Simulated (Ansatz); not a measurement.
Born–Oppenheimer molecular dynamics of CH$_{6}$AlFOSi (11 atoms, charge 0, multiplicity 1). It starts at the highest image of a converged band. Of that band: Neighbouring images differ by up to 2.4 eV, so the band resolves the path poorly. A vibrational analysis at the climbing image gives one clearly imaginary mode, 1258i cm⁻¹: a first-order saddle point.

Method: Ansatz 0.2.0, RKS PBE/def2-SVP.

```json
{
  "ensemble": "NVE (velocity Verlet)",
  "time step": "0.5 fs",
  "steps asked": "200",
  "starting velocities drawn for": "100 K",
  "seed": "10829"
}
```

Frames 1 fs apart, positions in Å.

Velocities at 75.0 fs (Å/ps):

```
O 2.14 -7.55 1.70
Si -6.69 2.91 0.07
Al 0.78 -0.43 0.31
C 6.67 -2.86 -4.45
F -0.54 0.30 -0.97
H -8.87 10.68 25.51
H 97.97 70.97 18.21
H -22.82 -20.37 -0.36
H -0.33 17.61 2.28
H 3.14 4.11 4.20
H -6.62 -4.14 -15.94
```

```xyz
11
Properties=species:S:1:pos:R:3 time_fs=75.0 energy_less_start_eV=-0.974 T=936
O -0.693 1.319 1.041
Si 0.428 0.222 0.300
Al 0.388 -1.915 1.385
C 0.093 0.392 -1.648
F -0.360 1.690 -1.807
H -0.698 2.005 0.350
H 1.244 1.549 0.811
H 0.476 -3.096 0.223
H 0.505 -2.151 2.954
H -0.819 -0.213 -1.887
H 0.850 0.156 -2.416
11
Properties=species:S:1:pos:R:3 time_fs=76.0 energy_less_start_eV=-0.947 T=914
O -0.691 1.311 1.042
Si 0.422 0.225 0.300
Al 0.388 -1.916 1.386
C 0.099 0.389 -1.653
F -0.360 1.690 -1.808
H -0.708 2.018 0.375
H 1.348 1.611 0.824
H 0.453 -3.115 0.226
H 0.504 -2.134 2.957
H -0.815 -0.211 -1.882
H 0.845 0.152 -2.432
11
Properties=species:S:1:pos:R:3 time_fs=77.0 energy_less_start_eV=-0.926 T=896
O -0.691 1.302 1.044
Si 0.416 0.230 0.300
Al 0.389 -1.917 1.386
C 0.104 0.386 -1.656
F -0.361 1.692 -1.809
H -0.720 2.036 0.402
H 1.459 1.651 0.826
H 0.428 -3.132 0.235
H 0.502 -2.117 2.960
H -0.808 -0.214 -1.877
H 0.844 0.147 -2.446
11
Properties=species:S:1:pos:R:3 time_fs=78.0 energy_less_start_eV=-0.927 T=897
O -0.691 1.293 1.045
Si 0.410 0.235 0.301
Al 0.390 -1.918 1.385
C 0.109 0.382 -1.659
F -0.361 1.693 -1.810
H -0.733 2.057 0.429
H 1.572 1.669 0.817
H 0.404 -3.145 0.250
H 0.500 -2.101 2.963
H -0.800 -0.222 -1.873
H 0.847 0.142 -2.457
11
Properties=species:S:1:pos:R:3 time_fs=79.0 energy_less_start_eV=-0.951 T=918
O -0.693 1.284 1.046
Si 0.405 0.243 0.301
Al 0.392 -1.919 1.385
C 0.113 0.378 -1.662
F -0.361 1.694 -1.811
H -0.748 2.078 0.459
H 1.682 1.663 0.797
H 0.378 -3.155 0.272
H 0.497 -2.086 2.967
H -0.792 -0.235 -1.868
H 0.853 0.138 -2.465
11
Properties=species:S:1:pos:R:3 time_fs=80.0 energy_less_start_eV=-0.998 T=958
O -0.695 1.275 1.047
Si 0.401 0.251 0.302
Al 0.393 -1.921 1.384
C 0.116 0.375 -1.664
F -0.361 1.696 -1.812
H -0.762 2.096 0.493
H 1.787 1.635 0.768
H 0.353 -3.162 0.299
H 0.493 -2.071 2.971
H -0.783 -0.252 -1.864
H 0.860 0.135 -2.469
11
Properties=species:S:1:pos:R:3 time_fs=81.0 energy_less_start_eV=-1.068 T=1018
O -0.698 1.266 1.047
Si 0.398 0.260 0.302
Al 0.394 -1.923 1.384
C 0.118 0.371 -1.665
F -0.360 1.698 -1.814
H -0.777 2.110 0.531
H 1.882 1.585 0.729
H 0.328 -3.166 0.331
H 0.489 -2.057 2.974
H -0.773 -0.273 -1.860
H 0.868 0.132 -2.466
11
Properties=species:S:1:pos:R:3 time_fs=82.0 energy_less_start_eV=-1.159 T=1096
O -0.702 1.257 1.047
Si 0.396 0.270 0.303
Al 0.395 -1.925 1.383
C 0.120 0.368 -1.667
F -0.360 1.700 -1.815
H -0.792 2.118 0.573
H 1.965 1.516 0.683
H 0.303 -3.170 0.366
H 0.485 -2.043 2.977
H -0.763 -0.295 -1.858
H 0.876 0.131 -2.458
11
Properties=species:S:1:pos:R:3 time_fs=83.0 energy_less_start_eV=-1.267 T=1189
O -0.706 1.249 1.047
Si 0.395 0.280 0.303
Al 0.397 -1.927 1.382
C 0.121 0.365 -1.667
F -0.359 1.702 -1.816
H -0.806 2.122 0.617
H 2.033 1.427 0.630
H 0.278 -3.174 0.403
H 0.481 -2.030 2.980
H -0.752 -0.318 -1.857
H 0.886 0.132 -2.445
11
Properties=species:S:1:pos:R:3 time_fs=84.0 energy_less_start_eV=-1.391 T=1295
O -0.712 1.241 1.047
Si 0.395 0.291 0.304
Al 0.398 -1.929 1.381
C 0.121 0.362 -1.667
F -0.358 1.703 -1.818
H -0.820 2.125 0.661
H 2.082 1.321 0.572
H 0.254 -3.180 0.440
H 0.476 -2.018 2.982
H -0.739 -0.339 -1.857
H 0.897 0.134 -2.428
11
Properties=species:S:1:pos:R:3 time_fs=85.0 energy_less_start_eV=-1.532 T=1417
O -0.718 1.233 1.048
Si 0.396 0.303 0.303
Al 0.399 -1.931 1.380
C 0.120 0.360 -1.666
F -0.357 1.704 -1.819
H -0.835 2.130 0.704
H 2.112 1.200 0.510
H 0.230 -3.191 0.475
H 0.472 -2.007 2.983
H -0.725 -0.358 -1.859
H 0.911 0.137 -2.408
11
Properties=species:S:1:pos:R:3 time_fs=86.0 energy_less_start_eV=-1.692 T=1554
O -0.725 1.225 1.049
Si 0.399 0.314 0.303
Al 0.401 -1.933 1.380
C 0.118 0.357 -1.664
F -0.356 1.705 -1.821
H -0.849 2.137 0.745
H 2.121 1.067 0.446
H 0.206 -3.206 0.507
H 0.469 -1.997 2.983
H -0.711 -0.374 -1.862
H 0.927 0.142 -2.385
```

Of the whole run (100 fs, mean temperature of the second half 1097 K): The conserved energy stayed within 0.58 meV per atom of its start (net change 0.033 meV per atom), so the integration is sound. The kinetic energy rose, since the run started high on the potential surface and went downhill. A run of 0.1 ps of so small a system gives no equilibrium averages. The orbitals stay closed-shell, which can raise the energy where a bond breaks towards radicals; this wasn't checked here.

Run time: 5.5 min on 2 threads of Intel(R) Xeon(R) Platinum 8375C CPU @ 2.90GHz (Ice Lake), on a shared host, peak memory 0.17 GiB.
